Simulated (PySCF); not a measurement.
Antimony: a sound run and one with changed settings

Sound run: Sb(2+) [Kr] 4d10 5s2 5p1, Sb(3+) [Kr] 4d10 5s2. Calculation: PySCF 2.14, in cc-pVTZ-PP with ECP28MDF; scalar relativity through the core potential. The sound run starts from symmetry-adapted Hartree-Fock orbitals and uses a fine grid where one is needed.

Changed run: basis STO-3G, all-electron and non-relativistic. This setting is unsound on purpose.

```csv
species,method,sound run (hartree),changed run (hartree),converged
Sb(2+),UHF,-238.37372,-6250.58887,yes
Sb(2+),M06-L,-239.45377,-6252.65986,yes
Sb(2+),r2SCAN,-239.36052,-6252.72148,yes
Sb(3+),UHF,-237.48705,-6249.73394,yes
Sb(3+),M06-L,-238.55931,-6251.77112,yes
Sb(3+),r2SCAN,-238.44681,-6251.83332,yes
```

Ionisation energy of Sb(2+):

| method | sound run (eV) | changed run (eV) |
| --- | --- | --- |
| UHF | 24.128 | 23.264 |
| M06-L | 24.340 | 24.184 |
| r2SCAN | 24.863 | 24.168 |

A minimal basis cannot let orbitals breathe on ionisation and holds almost no correlation. The Hamiltonian changed with the basis, so the totals do not compare.

For comparison, NIST gives 25.323 eV between the lowest levels.
